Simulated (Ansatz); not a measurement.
Geometry optimisation, RKS PBE/def2-SVP (Ansatz 0.2.0).

Input:

```yaml
crystal:
  periodic: [false, false, false]
  atoms:
    - { symbol: Ti, position_ang: [0.0, 0.0, 0.0] }
    - { symbol: F, position_ang: [0.0, 0.0, 2.18] }
    - { symbol: O, position_ang: [1.8106, 0.0, -0.6394] }
    - { symbol: H, position_ang: [2.1269, -0.9521, -0.756] }
    - { symbol: O, position_ang: [-0.9043, 1.5667, -0.6394] }
    - { symbol: H, position_ang: [-1.8621, 1.336, -0.8617] }
    - { symbol: Cl, position_ang: [-1.1163, -1.9339, -0.7892] }
    - { symbol: H, position_ang: [-1.8675, -0.3387, 0.6306] }
    - { symbol: H, position_ang: [-1.377, -0.2498, 1.6182] }
basis:
  gaussian: { orbitals: def2-SVP }
hamiltonian:
  xc: pbe
relax:
  f_tol: 0.15
  max_steps: 25
  restrain:
    - { distance: [0, 7], at: 2.9, k: 30.0 }
    - { distance: [8, 1], at: 2.12, k: 30.0 }
    - { distance: [0, 1], at: 1.83, k: 30.0 }
    - { distance: [8, 7], at: 0.66, k: 30.0 }
output:
  orbitals: {}
```

Launched with:

```bash
$ ansatz run input.yaml --threads 4 --pin off --max-ram 5120MiB --backend cpu --events-out ev --progress --plain --runs-dir out
```

Question: Where does it end, and by what steps?

Answer: It converged. The restraints hold the end off the free minimum; the threshold counts their pulls, which the force column leaves out. Restrained pairs: Ti1–H8 (2.00 → 2.90 Å), F2–H9 (1.51 → 2.13 Å), Ti1–F2 (2.18 → 1.80 Å), H8–H9 (1.11 → 0.72 Å). After 9 steps the energy has fallen by 2.906 eV (the restraints' own energy left out); H8 moved furthest, 0.85 Å.

```csv
step,energy less start (eV),largest force component (eV/Å),accepted
0,0.0000,2.949,yes
1,-0.8837,3.121,yes
2,-1.4338,5.210,yes
3,-2.1224,4.150,yes
4,-2.7287,1.697,yes
5,-2.8106,1.324,yes
6,-2.8727,1.211,yes
7,-2.8981,1.525,yes
8,-2.9047,1.557,yes
9,-2.9060,1.545,yes
```

```xyz
9
Properties=species:S:1:pos:R:3
Ti 0.096 -0.168 -0.144
F 0.183 -0.182 1.657
O 1.743 -0.032 -0.795
H 2.508 -0.616 -0.633
O -0.794 1.243 -0.768
H -1.700 1.522 -0.539
Cl -0.792 -2.080 -0.839
H -2.493 -0.156 1.172
H -1.941 -0.103 1.634
```

Time of the run: 17 s on 4 threads of Arm Neoverse V1, on a shared host, peak memory 0.18 GiB.
